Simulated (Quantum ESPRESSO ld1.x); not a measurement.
Results of a calculation; reference values are marked as such.
V III, configuration [Ar] 3d3 (the NIST ground configuration). Level of theory: scalar-relativistic Kohn-Sham, LDA (Slater exchange, VWN5 correlation), spin-unpolarised, spherical densities, point nucleus (ld1.x of Quantum ESPRESSO 7.5).

Radial electron density D(r) = 4 pi r^2 rho(r):

r (bohr),D(r) (e/bohr)
0.007421,4.239
0.008434,5.208
0.009509,6.280
0.01081,7.616
0.01219,9.059
0.01374,10.69
0.01562,12.63
0.01761,14.61
0.01985,16.71
0.02256,19.01
0.02544,21.14
0.02868,23.15
0.0326,25.00
0.03675,26.33
0.04144,27.16
0.0471,27.39
0.0531,26.97
0.05988,25.99
0.06805,24.51
0.07673,22.98
0.08651,21.66
0.09832,20.84
0.1109,20.92
0.126,22.02
0.1421,23.88
0.1602,26.15
0.182,28.36
0.2053,29.55
0.2314,29.34
0.263,27.30
0.2966,23.87
0.3344,19.56
0.38,14.97
0.4285,11.57
0.4831,9.609
0.5491,9.184
0.6191,9.904
0.698,10.97
0.7933,11.69
0.8945,11.49
1.009,10.38
1.146,8.486
1.292,6.450
1.469,4.422
1.656,2.887
1.867,1.773
2.122,0.9981
2.393,0.5581
2.698,0.3000
3.066,0.1466
3.457,0.06965
3.898,0.03006
4.43,0.01071
4.995,0.003483

D(r) has 3 maxima, at r = 0.0460, 0.215, 0.819 bohr, and minima at 0.103, 0.532 bohr, inside which lie 2.13, 10.50 electrons.
